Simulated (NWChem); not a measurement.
Everything below was run with NWChem. System: diarsenic (As2), charge 0, spin multiplicity 1, at a geometry optimised with PBE0/def2-SVP. Level: G0W0@PBE/def2-TZVPD, RI basis def2-tzvpd-rifit.

Job file:

```
start mol
memory heap 200 mb stack 700 mb global 1700 mb
geometry units angstroms nocenter noautoz
  As     0.000000     0.000000     1.045631
  As     0.000000     0.000000    -1.045631
  symmetry group D2h
end
basis spherical
  * library def2-tzvpd
end
basis "ri basis" bse spherical
  * library def2-tzvpd-rifit
end
dft
  xc xpbe96 cpbe96
  iterations 100
  direct
  tolerances tight
end
task dft energy
gw
  states alpha occ 4 vir 2
end
task dft gw
```

Output (cleaned and shortened):

```
             Northwest Computational Chemistry Package (NWChem) 7.3.0
             --------------------------------------------------------

                                NWChem Input Module
                                -------------------

 Scaling coordinates for geometry "geometry" by  1.889725989
 (inverse scale =  0.529177249)

 Turning off AUTOSYM since
 SYMMETRY directive was detected!

                             Geometry "geometry" -> ""
                             -------------------------

 Output coordinates in angstroms (scale by  1.889725989 to convert to a.u.)

  No.       Tag          Charge          X              Y              Z
 ---- ---------------- ---------- -------------- -------------- --------------
    1 As                  33.0000     0.00000000     0.00000000     1.04563100
    2 As                  33.0000     0.00000000     0.00000000    -1.04563100

 Effective nuclear repulsion energy (a.u.)     275.5628056937

            Nuclear Dipole moment (a.u.)
            ----------------------------
        X                 Y               Z
 ---------------- ---------------- ----------------
     0.0000000000     0.0000000000     0.0000000000

      Symmetry information
      --------------------

 Group name             D2h
 Group number             26
 Group order               8
 No. of unique centers     1

      Symmetry unique atoms

     1


 Summary of "ao basis" -> "" (spherical)
 ------------------------------------------------------------------------------
       Tag                 Description            Shells   Functions and Types
 ---------------- ------------------------------  ------  ---------------------
 *                         def2-tzvpd                 on all atoms

 new library libraries.bse/

 Summary of "ri basis" -> "" (spherical)
 ------------------------------------------------------------------------------
       Tag                 Description            Shells   Functions and Types
 ---------------- ------------------------------  ------  ---------------------
 *                      def2-tzvpd-rifit              on all atoms

  pbe96 is a nonlocal functional; adding pw91lda local functional.

                                 NWChem DFT Module
                                 -----------------

 Summary of "ao basis" -> "ao basis" (spherical)
 ------------------------------------------------------------------------------
       Tag                 Description            Shells   Functions and Types
 ---------------- ------------------------------  ------  ---------------------
 As                        def2-tzvpd               18       54   7s5p5d1f

 Summary of "ao basis" -> "ao basis" (spherical)
 ------------------------------------------------------------------------------
       Tag                 Description            Shells   Functions and Types
 ---------------- ------------------------------  ------  ---------------------
 As                        def2-tzvpd               18       54   7s5p5d1f

      Symmetry analysis of basis
      --------------------------

        ag         24
        au          6
        b1g         6
        b1u        24
        b2g        12
        b2u        12
        b3g        12
        b3u        12

            General Information
            -------------------
          SCF calculation type: DFT
          Wavefunction type:  closed shell.
          No. of atoms     :     2
          No. of electrons :    66
           Alpha electrons :    33
            Beta electrons :    33
          Charge           :     0
          Spin multiplicity:     1
          Use of symmetry is: on ; symmetry adaption is: on
          Maximum number of iterations: 100
          This is a Direct SCF calculation.
          AO basis - number of functions:   108
                     number of shells:    36
          Convergence on energy requested:  1.00D-06
          Convergence on density requested:  1.00D-05
          Convergence on gradient requested:  5.00D-04

              XC Information
              --------------
          PerdewBurkeErnzerhof Exchange Functional  1.000
            Perdew 1991 LDA Correlation Functional  1.000 local
           PerdewBurkeErnz. Correlation Functional  1.000 non-local

             Grid Information
             ----------------
          Grid used for XC integration:  medium
          Radial quadrature: Mura-Knowles
          Angular quadrature: Lebedev.
          Tag              B.-S. Rad. Rad. Pts. Rad. Cut. Ang. Pts.
          ---              ---------- --------- --------- ---------
          As                  1.15      112          10.0       590
          Grid pruning is: on
          Number of quadrature shells:   112
          Spatial weights used:  Erf1

          Convergence Information
          -----------------------
          Convergence aids based upon iterative change in
          total energy or number of iterations.
          Levelshifting, if invoked, occurs when the
          HOMO/LUMO gap drops below (HL_TOL):  1.00D-02
          DIIS, if invoked, will attempt to extrapolate
          using up to (NFOCK): 10 stored Fock matrices.

                    Damping( 0%)  Levelshifting(0.5)       DIIS
                  --------------- ------------------- ---------------
          dE  on:    start            ASAP                start
          dE off:    2 iters        100 iters           100 iters

      Screening Tolerance Information
      -------------------------------
          Density screening/tol_rho:  1.00D-10
          AO Gaussian exp screening on grid/accAOfunc:  14
[...]
 !! scf_movecs_sym_adapt:   46 vectors were symmetry contaminated

 d= 0,ls=0.0,diis     2  -4471.0930094926 -2.68D-02  2.03D-03  1.53D-01     4.6

 !! scf_movecs_sym_adapt:   48 vectors were symmetry contaminated

  Symmetry fudging

 !! scf_movecs_sym_adapt:   46 vectors were symmetry contaminated

 d= 0,ls=0.0,diis     3  -4471.0972176670 -4.21D-03  6.49D-04  4.02D-02     6.2

 !! scf_movecs_sym_adapt:   48 vectors were symmetry contaminated

  Symmetry fudging

 !! scf_movecs_sym_adapt:   48 vectors were symmetry contaminated

 d= 0,ls=0.0,diis     4  -4471.0985228540 -1.31D-03  2.18D-04  5.49D-04     7.8

 !! scf_movecs_sym_adapt:   48 vectors were symmetry contaminated

  Symmetry fudging

 !! scf_movecs_sym_adapt:   46 vectors were symmetry contaminated

 d= 0,ls=0.0,diis     5  -4471.0985693958 -4.65D-05  2.87D-05  1.60D-05     9.7

 !! scf_movecs_sym_adapt:   48 vectors were symmetry contaminated

  Symmetry fudging

 !! scf_movecs_sym_adapt:   48 vectors were symmetry contaminated

 d= 0,ls=0.0,diis     6  -4471.0985718048 -2.41D-06  2.44D-06  1.12D-07    11.4

 !! scf_movecs_sym_adapt:   48 vectors were symmetry contaminated

  Symmetry fudging

 !! scf_movecs_sym_adapt:   48 vectors were symmetry contaminated

 d= 0,ls=0.0,diis     7  -4471.0985718192 -1.44D-08  1.27D-07  2.98D-10    13.6

         Total DFT energy =    -4471.098571819151
      One electron energy =    -6778.152863096942
           Coulomb energy =     2196.879798183375
    Exchange-Corr. energy =     -165.388312599309
 Nuclear repulsion energy =      275.562805693725

 Numeric. integr. density =       66.000000367249

     Total iterative time =     12.4s

                  Occupations of the irreducible representations
                  ----------------------------------------------

                     irrep           alpha         beta
                     --------     --------     --------
                     ag                9.0          9.0
                     au                1.0          1.0
                     b1g               1.0          1.0
                     b1u               8.0          8.0
                     b2g               3.0          3.0
                     b2u               4.0          4.0
                     b3g               3.0          3.0
                     b3u               4.0          4.0

                       DFT Final Molecular Orbital Analysis
                       ------------------------------------

 Vector   31  Occ=2.000000D+00  E=-2.485101D-01  Symmetry=ag
              MO Center=  1.1D-14, -3.9D-14,  8.7D-15, r^2= 3.6D+00
   Bfn.  Coefficient  Atom+Function         Bfn.  Coefficient  Atom+Function
  ----- ------------  ---------------      ----- ------------  ---------------
    19      0.387001  1 As pz                73     -0.387001  2 As pz
    22      0.257488  1 As pz                76     -0.257488  2 As pz
    13     -0.238655  1 As pz                67      0.238655  2 As pz
     6      0.187021  1 As s                 60      0.187021  2 As s
     5      0.117547  1 As s                 59      0.117547  2 As s

 Vector   32  Occ=2.000000D+00  E=-2.407660D-01  Symmetry=b2u
              MO Center= -1.1D-17,  3.8D-14, -5.9D-17, r^2= 2.7D+00
   Bfn.  Coefficient  Atom+Function         Bfn.  Coefficient  Atom+Function
  ----- ------------  ---------------      ----- ------------  ---------------
    18      0.355922  1 As py                72      0.355922  2 As py
    21      0.294224  1 As py                75      0.294224  2 As py
    12     -0.213594  1 As py                66     -0.213594  2 As py
     9      0.066476  1 As py                63      0.066476  2 As py
    15      0.057228  1 As py                69      0.057228  2 As py

 Vector   33  Occ=2.000000D+00  E=-2.407660D-01  Symmetry=b3u
              MO Center= -1.1D-14,  1.7D-16, -5.5D-17, r^2= 2.7D+00
   Bfn.  Coefficient  Atom+Function         Bfn.  Coefficient  Atom+Function
  ----- ------------  ---------------      ----- ------------  ---------------
    17      0.355922  1 As px                71      0.355922  2 As px
    20      0.294224  1 As px                74      0.294224  2 As px
    11     -0.213594  1 As px                65     -0.213594  2 As px
     8      0.066476  1 As px                62      0.066476  2 As px
    14      0.057228  1 As px                68      0.057228  2 As px

 Vector   34  Occ=0.000000D+00  E=-1.237931D-01  Symmetry=b3g
              MO Center= -2.0D-18, -5.5D-18, -1.2D-17, r^2= 3.9D+00
   Bfn.  Coefficient  Atom+Function         Bfn.  Coefficient  Atom+Function
  ----- ------------  ---------------      ----- ------------  ---------------
    21      0.420091  1 As py                75     -0.420091  2 As py
    18      0.395227  1 As py                72     -0.395227  2 As py
    12     -0.224451  1 As py                66      0.224451  2 As py
    44      0.072299  1 As d -1              98      0.072299  2 As d -1
     9      0.069433  1 As py                63     -0.069433  2 As py

 Vector   35  Occ=0.000000D+00  E=-1.237931D-01  Symmetry=b2g
              MO Center= -4.4D-18,  1.3D-18,  4.3D-17, r^2= 3.9D+00
   Bfn.  Coefficient  Atom+Function         Bfn.  Coefficient  Atom+Function
  ----- ------------  ---------------      ----- ------------  ---------------
    20      0.420091  1 As px                74     -0.420091  2 As px
    17      0.395227  1 As px                71     -0.395227  2 As px
    11     -0.224451  1 As px                65      0.224451  2 As px
    46     -0.072299  1 As d  1             100     -0.072299  2 As d  1
     8      0.069433  1 As px                62     -0.069433  2 As px

 Vector   36  Occ=0.000000D+00  E= 1.424728D-03  Symmetry=b1u
              MO Center= -1.4D-15, -1.4D-15, -5.0D-13, r^2= 9.6D+00
   Bfn.  Coefficient  Atom+Function         Bfn.  Coefficient  Atom+Function
  ----- ------------  ---------------      ----- ------------  ---------------
     7      2.049046  1 As s                 61     -2.049046  2 As s
    22     -0.678437  1 As pz                76     -0.678437  2 As pz
     5     -0.360794  1 As s                 59      0.360794  2 As s
    45      0.333552  1 As d  0              99     -0.333552  2 As d  0
    40      0.231599  1 As d  0              94     -0.231599  2 As d  0

 center of mass
 --------------
 x =   0.00000000 y =   0.00000000 z =   0.00000000

 moments of inertia (a.u.)
 ------------------
         585.048151349117           0.000000000000           0.000000000000
           0.000000000000         585.048151349117           0.000000000000
           0.000000000000           0.000000000000           0.000000000000

     Multipole analysis of the density
     ---------------------------------

     L   x y z        total         alpha         beta         nuclear
     -   - - -        -----         -----         ----         -------
     0   0 0 0     -0.000000    -33.000000    -33.000000     66.000000

     1   1 0 0      0.000000      0.000000      0.000000      0.000000
     1   0 1 0     -0.000000     -0.000000     -0.000000      0.000000
     1   0 0 1      0.000000      0.000000      0.000000      0.000000

     2   2 0 0    -26.331504    -13.165752    -13.165752      0.000000
     2   1 1 0      0.000000      0.000000      0.000000      0.000000
     2   1 0 1     -0.000000     -0.000000     -0.000000      0.000000
     2   0 2 0    -26.331504    -13.165752    -13.165752      0.000000
     2   0 1 1      0.000000      0.000000      0.000000      0.000000
     2   0 0 2    -25.716495   -141.703527   -141.703527    257.690559

 Task  times  cpu:       13.6s     wall:       13.6s

                                NWChem Input Module
                                -------------------

                                 NWChem GW Module
                                 ----------------

                             ***********************
                             ***        GW       ***
                             ***********************

 Summary of "ri basis" -> "ri basis" (spherical)
 ------------------------------------------------------------------------------
       Tag                 Description            Shells   Functions and Types
 ---------------- ------------------------------  ------  ---------------------
 As                     def2-tzvpd-rifit            41      175   11s10p9d6f4g1h

                 Memory Information
                 ------------------
          Available GA per process is          1699.9 MBs
          Available stack per process is        700.0 MBs
          Available heap per process is           0.0 MBs

          Peak memory in Initialization
              Peak GA per process is                 11.0 MBs
              Peak stack per process is               0.1 MBs
              Peak heap per process is               11.7 MBs
              Memory not in MA per process            0.0 MBs

          Peak memory in AFF Calculation
              Peak GA per process is                 63.3 MBs
              Peak stack per process is              46.7 MBs
              Peak heap per process is                0.0 MBs
              Memory not in MA per process           46.7 MBs

          Computing 2-center integrals
          Computing Inverse Cholesky factor
          Computing 3-center integrals
          Computing V_xc ...

          Computing Sigma_x
          Computing RPA polarizability
          Solving quasiparticle equations

                  Alpha Orbitals
          State     Energy (eV)     Error (eV)
          -----------------------------------
@GW        30        -14.057           0.005
@GW        31         -9.518           0.002
@GW        32         -9.327           0.002
@GW        33         -9.327           0.002
@GW        34         -0.488           0.002
@GW        35         -0.488           0.002

   Applying  -2.7750 eV scissor-shift to rest of particle states

   Applying   2.8803 eV scissor-shift to rest of hole states

     GW Timing Statistics
   ------------------------
   Init.   :          0.2s
     ERIs  :          1.7s
     Distr.:          0.0s
     Vxc   :          0.1s
   Sigma_x :          0.0s
   RPA     :          5.4s
   Wmn     :          0.1s
   Sigma_c :          0.0s
   GW total:          7.6s

 Task  times  cpu:        7.6s     wall:        7.6s

 Total times  cpu:       21.3s     wall:       21.3s
```
